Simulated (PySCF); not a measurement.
**Predicted spectroscopic data**

- coordinates at the GFN2-xTB level
- PBE0/pcSseg-1 with gauge-including orbitals
- program: PySCF 2.14.0 with density-fitted response routines
- a single conformation, no solvent, one averaged value for each set of equivalent atoms, no relativistic terms

Chemical shifts δ = σref − σ; 1H (σ = 31.72 ppm), 13C (σ = 186.93 ppm) vs TMS, all at this level. Splittings of carbon signals by F and P are missing where no couplings were computed. Where no couplings were computed, multiplicities follow the n + 1 count of equivalent neighbours, and m marks all less simple cases (inequivalent or close neighbours, rings, F or P nearby). Shifts are as computed. Against solution values, carbons near 30 ppm lie about +3 ppm off and those near 130 ppm about +5 ppm. Of 1211 compounds with measured shifts, 218 miss one by over three times the rms of a fit or turn the order of signals round; such compounds aren't used in these exercises. OH and NH positions are gas-phase values without hydrogen bonding to other molecules.

**1.** SMILES C/C=C(\C(=O)F)C(C)C, C7H11FO. 1H NMR (500 MHz, computed): δ 7.03 (m, 1H), 2.89 (sept, 1H), 2.46 (d, 3H), 1.10 (d, 6H). 13C{1H} NMR (computed): δ 165.6, 159.4, 141.6, 34.0, 24.3, 21.1.

**2.** SMILES CC(C)/C([SiH3])=C/O[SiH3], C5H14OSi2. 1H NMR (500 MHz, computed): δ 6.91 (s, 1H), 5.03 (s, 3H), 4.13 (s, 3H), 2.25 (sept, 1H), 1.11 (d, 6H). 13C{1H} NMR (computed): δ 152.6, 128.9, 36.0, 25.6.

**3.** SMILES n1c(C=C)c(C#N)n[nH]1, C5H4N4. 1H NMR (500 MHz, computed): δ 10.91 (br s, 1H), 7.41 (m, 1H), 7.21 (m, 1H), 6.24 (m, 1H). 13C{1H} NMR (computed): δ 156.1 (C), 132.4 (CH), 131.1 (CH2), 123.1 (C), 119.1 (C).

**4.** `CCCC1=C[SiH2]C=C[SiH2]1`, C7H14Si2. 1H NMR (500 MHz, computed): δ 7.52 (m, 1H), 7.50 (m, 1H), 6.97 (t, 1H), 4.63 (m, 2H), 4.55 (m, 2H), 2.52 (t, 2H), 1.50 (m, 2H), 0.90 (t, 3H). 13C{1H} NMR (computed): δ 169.0, 154.1, 153.5, 145.1, 52.1, 24.4, 14.3.
